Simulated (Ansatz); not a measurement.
H4O4P, charge +2, doublet, geometry from GFN2-xTB of the parent state (a state made from the parent by changing its charge; the spin is typed, not shown lowest); HF/def2-SV(P) run with Ansatz (a first-principles code).

Ansatz was given this input:
Ansatz 0.2 input:
```yaml
crystal:
  periodic: [false, false, false]
  atoms:
    - {symbol: O, position_ang: [0.35340302, 1.40601937, -0.68702545]}
    - {symbol: P, position_ang: [-0.14892471, 0.22206164, -0.05069727]}
    - {symbol: O, position_ang: [-0.43612894, 0.14285940, 1.46560672]}
    - {symbol: O, position_ang: [-1.14891758, -0.74359101, -0.70983484]}
    - {symbol: O, position_ang: [1.29229882, -0.97642049, -0.05329354]}
    - {symbol: H, position_ang: [-0.39084752, 0.98346028, 1.92529065]}
    - {symbol: H, position_ang: [-1.32370569, -0.58065029, -1.63908503]}
    - {symbol: H, position_ang: [2.17992160, -0.58838213, -0.15370842]}
    - {symbol: H, position_ang: [1.28325968, -1.77629082, 0.50433873]}
basis:
  gaussian:
    orbitals: def2-SV_P_.json
hamiltonian:
  xc: hf
total_charge: 2
magnetization: {spin_polarized: false, initial_magnetization: 1}
```
The basis file holds def2-SV(P) in the JSON format of the Basis Set Exchange.

**Question.** Write the output that Ansatz gives for this input, abridged.

**Answer.** 
```
Functional definition: HF
790 factors; integrals over basis functions are off by at most 8.1e-4 eV
mean field evaluation 1: about -17442.0174 eV, gradient 6.8e1 eV
mean field evaluation 2: about -17442.0211 eV, gradient 6.8e1 eV
mean field evaluation 4: about -17451.0062 eV, gradient 5.3e0 eV
mean field evaluation 8: about -17451.0914 eV, gradient 5.3e-1 eV
mean field evaluation 16: about -17451.0933 eV, gradient 1.3e-5 eV
mean field evaluation 32: about -17450.8164 eV, gradient 2.4e0 eV
mean field evaluation 64: about -17450.8632 eV, gradient 1.2e-1 eV
mean field evaluation 96: about -17451.0929 eV, gradient 2.2e-2 eV
mean field -17451.09325179 eV, -641.3158482276 hartree, gradient 8.4e-6 eV, S^2 0.750000; 3 other end points of the search recorded, 0 dependent functions left out
reference -17451.09325179 eV, -641.3158482276 hartree; 25, 24 occupied and 57, 58 virtual orbitals, 790 factors
Total energy: -17451.09325179 eV, -641.3158482276 hartree
```
